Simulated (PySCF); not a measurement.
**A search over the determinants of Ge₂⁺**

Unrestricted PBE0; basis Ge pcseg-1; no relativity; PySCF 2.14. Outer shells of the fragments: Ge+ 3d10 4s2 4p1; Ge 3d10 4s2 4p2.

Followed along the bond (rough minima from three points):

```tsv
2Ms+1	unpaired	⟨S²⟩ at the start	R at minimum (Å)	Te (eV)
4	σ ↑, π ↑↑	3.75	2.43	0.00
2	σ ↓, π ↑↑	1.77	2.42	0.39
2	σ ↑, π ↑↓	1.76	2.43	0.42
2	π ↑	0.75	2.63	0.49
2	σ ↑	0.76	2.46	1.03
```

Solutions found at the starting distance of 2.420 Å, counted from the lowest of them; the search is not exhaustive and high or unbound solutions are not listed, so other states can lie among these:

| 2Ms+1 | unpaired | term | E (eV) | ⟨S²⟩ | ⟨Lz²⟩ |
| --- | --- | --- | --- | --- | --- |
| 4 | σ ↑, π ↑↑ | ⁴Σ⁻ | 0.00 | 3.75 | 0.00 |
| 2 | σ ↓, π ↑↑ | mixed | 0.39 | 1.77 | 0.00 |
| 2 | σ ↑, π ↑↓ | mixed | 0.42 | 1.76 | 2.01 |
| 2 | π ↑ | ²Π | 0.66 | 0.75 | 1.00 |
| 2 | σ ↑ | mixed | 1.04 | 0.76 | 2.00 |
| 2 | π ↑ | ²Π | 1.72 | 0.75 | 1.00 |

A term symbol is given only where ⟨S²⟩ and ⟨Lz²⟩ are close to those of a pure state; real π, δ and φ orbitals otherwise mix terms, and g/u labels are left off.

Spin–orbit coupling is left out.
